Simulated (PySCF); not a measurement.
Species: C₈H₁₁P.
Bonds: C1–C2, C2–C3 (double), C3–P4, P4–C5, C5–C6 (double), C6–C7, C7–C8, C8–C9, C2–P4, C5–C9. Hydrogens: H10, H11, H12 on C1; H13 on C3; H14 on C6; H15, H16 on C7; H17, H18 on C8; H19, H20 on C9.

Probes without a nucleus sit at each ring's centroid and 1 Å off its mean plane on both sides; NICS is minus the shielding there, NICSzz its component along the normal. Level: GIAO PBE0/pcSseg-1 (PySCF, non-relativistic, gas phase) on the GFN2-xTB geometry, one conformer.

Rings: 1. C2–C3–P4; 2. C5–C6–C7–C8–C9.

```tsv
set	NICS(0)	NICS(1), two faces	NICS(1)zz, two faces
P	-1.9	-4.0 / -2.9	-2.9 / -1.8
Q	-25.0	-5.4 / -9.6	-17.3 / -21.0
```

Problem. Which set (ppm) belongs to which ring?

Solution. P = 2, Q = 1.
- 1 (3-membered ring with P; formal bonds 1 double, 2 single): mean NICS(1)zz -19.1 ppm, shielded. C5, outside the ring, lies 1.72 Å from a NICS(1) probe.
- 2 (5-membered carbocycle; formal bonds 1 double, 4 single): mean NICS(1)zz -2.4 ppm, near zero. C7, C8, C9 have four or more neighbours, so the value isn't read as a sign of a π ring current.

Problem. How do the rings differ in shape?

Solution. 
| ring | bond lengths (Å) | rms pucker (Å) | HOMA | nearest outside atom to a NICS(1) probe (Å) |
| --- | --- | --- | --- | --- |
| 1 | 1.308, 1.843, 1.851 | 0.00 | -1.32 | carbon 1.72 |
| 2 | 1.332, 1.498, 1.538, 1.537, 1.509 | 0.09 | – | hydrogen 1.63 |

HOMA = 1 − mean of α(R − Ropt)² over the ring bonds, with Krygowski's 1993 parameters (CC: Ropt 1.388 Å, α 257.7 Å⁻²; CP: Ropt 1.698 Å, α 118.91 Å⁻²). A dash marks a ring with a four-coordinate atom, a triple bond, no multiple bond or a kind of bond without parameters.

The run took about 1.9 min of CPU time (one thread, shared machine). This is the whole shielding run at PBE0/pcSseg-1, SCF included.
